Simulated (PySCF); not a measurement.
This PySCF input asks for the NMR shieldings of SMILES F[C@H](Br)C1C=C1, C4H4BrF; the geometry comes from GFN2-xTB.

```python
import basis_set_exchange as bse
import numpy as np
from pyscf import gto, dft
from pyscf.prop import nmr

atoms = """
F    -1.440989   -1.658340    0.439445
C    -1.063308   -0.355961    0.401265
Br   -2.625573    0.674798   -0.227732
C     0.114810   -0.148709   -0.506744
C     1.055005    0.990465   -0.248509
C     1.499945   -0.183802    0.077988
H    -0.873244   -0.030114    1.430193
H    -0.064728   -0.495626   -1.520800
H     1.162026    2.042408   -0.335543
H     2.244938   -0.830465    0.467912
"""
names = dict.fromkeys(["F", "C", "Br", "H"], "pcSseg-1")
basis = {el: gto.basis.parse(bse.get_basis(n, elements=[el], fmt="nwchem")) for el, n in names.items()}
mol = gto.M(atom=atoms, basis=basis, charge=0, verbose=0)
mf = dft.RKS(mol, xc="PBE0")
mf.grids.level = 2
mf.grids.alignment = dft.numint.BLKSIZE   # the property module wants whole blocks of grid points
mf.conv_tol = 1e-9
mf.kernel()

calc = nmr.RKS(mf)   # GIAO
C = mf.mo_coeff
Co = C[:, mf.mo_occ > 0]
resp = mf.gen_response(singlet=True, hermi=2)
def vind(x):   # induced exchange potential for any number of trial vectors
    d = np.einsum("pi,xij,qj->xpq", C, 2 * x.reshape(-1, C.shape[1], Co.shape[1]), Co, optimize=True)
    return np.einsum("xpq,pi,qj->xij", resp(d - d.transpose(0, 2, 1)), C, Co, optimize=True).ravel()
mo1, _ = nmr.rhf.solve_mo1(calc, with_cphf=vind)
sigma = calc.kernel(mo1)
for i, s in enumerate(sigma):   # ppm
    print("%2d %-2s %9.2f" % (i, mol.atom_pure_symbol(i), np.trace(s) / 3))
```

Question: What are the results?

Answer: 
```
 0 F     312.44
 1 C      64.72
 2 Br   1986.71
 3 C     158.70
 4 C      66.33
 5 C      62.18
 6 H      26.02
 7 H      29.43
 8 H      24.49
 9 H      24.21
```

These numbers come from an equivalent density-fitted implementation of the same equations, which agrees with the script to about 0.01 ppm for H and up to a few tenths of a ppm for heavy atoms, so last digits may differ.

Relativistic effects, spin–orbit coupling among them, are left out; they matter for Br and for the light atoms bonded to it.

Size and cost of the density-fitted run: 146 basis functions, 24 s wall time on 1 thread of an Arm Neoverse N1, shared host.
